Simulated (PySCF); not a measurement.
## Correlation energy of Kr³⁺ (krypton, charge +3)

[Ar] 3d10 4s2 4p3, high-spin 4S determinant. Calculation: PySCF 2.14, in aug-cc-pVDZ-DK (6s5p3d, 36 functions); the spin-free X2C one-electron Hamiltonian (Gaussian nucleus). Frozen: [Ar] 3d10; 5 electrons correlated.

MP2 pair energies summed by pair of shells (mhartree):

| pair | energy | share (%) |
| --- | --- | --- |
| 4s-4p | -40.03 | 67.0 |
| 4p-4p | -14.11 | 23.6 |
| 4s-4s | -5.58 | 9.3 |

Total MP2 correlation energy: -59.72 mhartree.

Same-spin part -15.27 and opposite-spin part -44.45 mhartree; SCS-MP2 scales them by 1/3 and 6/5 to -58.43 mhartree.

```tsv
level	correlation energy (mhartree)
CCSD	-74.20
(T)	-0.57
CCSD(T)	-74.77
```

Diagnostics: T1 = 0.00095, D1 = 0.0014, largest double amplitude 0.049.

Cost of the coupled-cluster step: 0.14 s of wall time on 1 thread of Neoverse-V2 (shared host), for 5 correlated electrons.

Iterations:

```
CC2 = 0
CCSD nocc = (np.int64(4), np.int64(1)), nmo = (22, 22)
frozen orbitals [[0, 1, 2, 3, 4, 5, 6, 7, 8, 9, 10, 11, 12, 13], [0, 1, 2, 3, 4, 5, 6, 7, 8, 9, 10, 11, 12, 13]]
max_cycle = 100
direct = 0
conv_tol = 1e-08
conv_tol_normt = 1e-06
diis_space = 8
diis_start_cycle = 0
Init t2, MP2 energy = -0.0597190235951823
Init E_corr(UCCSD) = -0.059719023601018
cycle = 1  E_corr(UCCSD) = -0.0711729221086204  dE = -0.0114538985  norm(t1,t2) = 0.0307863
cycle = 2  E_corr(UCCSD) = -0.0734668613360827  dE = -0.00229393923  norm(t1,t2) = 0.00780572
cycle = 3  E_corr(UCCSD) = -0.074212580167661  dE = -0.000745718832  norm(t1,t2) = 0.00242042
cycle = 4  E_corr(UCCSD) = -0.0741976508389113  dE = 1.49293287e-05  norm(t1,t2) = 0.000229372
cycle = 5  E_corr(UCCSD) = -0.0741977821134174  dE = -1.31274506e-07  norm(t1,t2) = 1.5974e-05
cycle = 6  E_corr(UCCSD) = -0.0741976433206829  dE = 1.38792735e-07  norm(t1,t2) = 2.23941e-06
cycle = 7  E_corr(UCCSD) = -0.0741977066419638  dE = -6.33212809e-08  norm(t1,t2) = 3.14859e-07
cycle = 8  E_corr(UCCSD) = -0.0741976954150157  dE = 1.12269481e-08  norm(t1,t2) = 4.81146e-08
cycle = 9  E_corr(UCCSD) = -0.0741976932529842  dE = 2.16203144e-09  norm(t1,t2) = 1.69858e-08
UCCSD converged
E(UCCSD) = -2785.531175916318  E_corr = -0.07419769325298423
UCCSD(T) correction = -0.000573845701598126
```
